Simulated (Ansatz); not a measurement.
Reaction (cleavage of the Si–Al bond): `[NH2][AlH][SiH3]` + `[OH][Mg][O][SiH3]` → `[SiH3][O][Mg][O][SiH3]` + `[NH2][AlH2]`

Gas-phase electronic energies from Ansatz, PBE0-D4/def2-TZVP geometries. CCSD(T)/CBS adds triple-zeta CCSD(T) − MP2 to the extrapolated MP2 energy (def2 sets, frozen cores). This one scheme is used for every species. DFT in def2-TZVPP. For Mg outer-core shells are correlated without core-valence functions, which leaves a few kJ/mol of doubt a bond. Each species was taken in one conformer, which may not be the lowest.

CCSD(T)/CBS gives -116.9 kJ/mol.

Task: Another level gave -122.7 kJ/mol. Which?
A. PBE/def2-TZVPP
B. B97M-V/def2-TZVPP
C. B2PLYP/def2-TZVPP
D. PBE-QIDH/def2-TZVPP

Result: B. B97M-V -122.7, PBE-QIDH -109.9, B2PLYP -117.9, PBE -86.5 kJ/mol.

Largest T1 diagnostic among the species: 0.013.

Leaving LDA and LC-ωPBE aside and taking each functional with its dispersion term where it has one, the values, not all of them listed here, spread over 36.5 kJ/mol, from B97M-V to PBE-D4. At CCSD(T), def2-SVP lies +6.5 kJ/mol from the extrapolated value and def2-TZVPP +2.9 kJ/mol.
